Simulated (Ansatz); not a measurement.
Total energies of C$_{2}$H$_{6}$OSSi (`CSC1O[SiH2]1`).

Cartesian coordinates in Å:
```
C -0.860 1.637 -1.052
S -0.832 0.871 0.579
C -0.131 -0.691 0.181
O 1.312 -0.707 -0.153
Si 1.059 -1.487 1.289
H -1.273 2.639 -0.929
H 0.150 1.712 -1.454
H -1.497 1.072 -1.736
H -0.702 -1.270 -0.544
H 1.249 -2.953 1.296
H 1.525 -0.823 2.523
```

Charge 0, multiplicity 1. All single points use the PBE0-D4/def2-TZVP geometry. It is one conformer, not always the lowest. Basis def2-TZVPP, the Gaussian-basis code of Ansatz.

RPA on PBE orbitals: Hartree–Fock energy of these orbitals -840.54279 Eh, correlation -1.45003 Eh (frozen core).

```tsv
functional	energy without D4 (Eh)	D4 term (kJ/mol)
LDA (SPW92)	-838.98271	–
BLYP	-842.73342	-55.4
r2SCAN	-842.65597	-6.1
B3LYP	-842.83402	-40.6
r2SCANh	-842.64342	-6.5
r2SCAN0	-842.62596	-7.2
HSE06 (plane-wave form)	-842.33306	-19.7
BHLYP	-842.69819	-31.1
CAM-B3LYP	-842.73768	-21.5
LC-ωPBE	-842.49161	–
ωB97X-V	-842.64000	–
ωB97M-V	-842.68648	–
B2PLYP	-842.42235	–
PBE-QIDH	-842.16160	–
```

Give the same for PBE, revPBE, B97M-V, PBE0. (Best estimate.)

Ansatz gave: 
| functional | energy without D4 (Eh) | D4 term (kJ/mol) |
| --- | --- | --- |
| PBE | -842.28668 | -25.1 |
| revPBE | -842.61380 | -76.6 |
| B97M-V | -842.59765 | – |
| PBE0 | -842.35501 | -21.1 |

B3LYP takes the VWN-RPA correlation (the form of Gaussian; ORCA's B3LYP/G). HSE06 is the plane-wave form, built on full-range PBE exchange. The double hybrids freeze the cores in their second-order part.

LC-ωPBE has ω = 0.4 bohr⁻¹.
